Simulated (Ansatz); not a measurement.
`CN(C)B(F)F` → `[CH2]` (triplet) + `CNB(F)F` at 298.15 K and 1 bar (formal loss of a carbene).

Computed with Ansatz on PBE0-D4/def2-TZVP structures; ΔE is electronic, products minus reactants. CCSD(T)/CBS is the MP2 limit (def2-TZVPP, def2-QZVPP) plus CCSD(T) − MP2 in def2-TZVPP, frozen cores. This one scheme is used for every species. Triplets are unrestricted, without spin–orbit coupling. Each species was taken in one conformer, which may not be the lowest.

```
          species  CCSD(T)/CBS energy (Eh)  H − E (kJ/mol)  S (J/(mol·K))
     `CN(C)B(F)F`               -358.96075           266.0          332.9
`[CH2]` (triplet)                -39.09499            55.4          195.3
        `CNB(F)F`               -319.70892           189.1          312.3
```

H − E and S are ideal-gas, rigid-rotor, harmonic terms from PBE0-D4/def2-TZVP, for one conformer and one mirror image of each species, with the whole ground term of open shells counted as degenerate. 1 Eh = 2625.50 kJ/mol, R = 8.31446 J/(mol·K).

Q: By hand: ΔE, ΔH, ΔS and ΔG.

A: ΔE = (-39.09499) + (-319.70892) − (-358.96075) = 0.15684 Eh = 411.8 kJ/mol. Δ(H − E) = 55.4 + 189.1 − 266.0 = -21.5, so ΔH = 390.3 kJ/mol. ΔS = 195.3 + 312.3 − 332.9 = 174.7 J/(mol·K). ΔG = 390.3 − 298.15 × (174.7)/1000 = 338.2 kJ/mol.

Q: By hand: the equilibrium constant, and the temperature at which ΔG would vanish if ΔH and ΔS stayed fixed.

A: log₁₀ K = −ΔG/(RT ln 10) = -59.3. ΔG = 0 at ΔH/ΔS = 2234 K.

The number of gas molecules changes by +1, which sets the sign of ΔS. A doubt of 5 kJ/mol in ΔE shifts log₁₀ K by 0.9 here. Other conformers and mirror images would add mixing entropy, several J/(mol·K) or more a flexible species. A triplet takes part, so the spin changes. These are equilibria of isolated gas molecules and say nothing of rates. Largest T1 diagnostic: 0.011 (customary marks: 0.02 for closed shells, 0.045 for open ones).
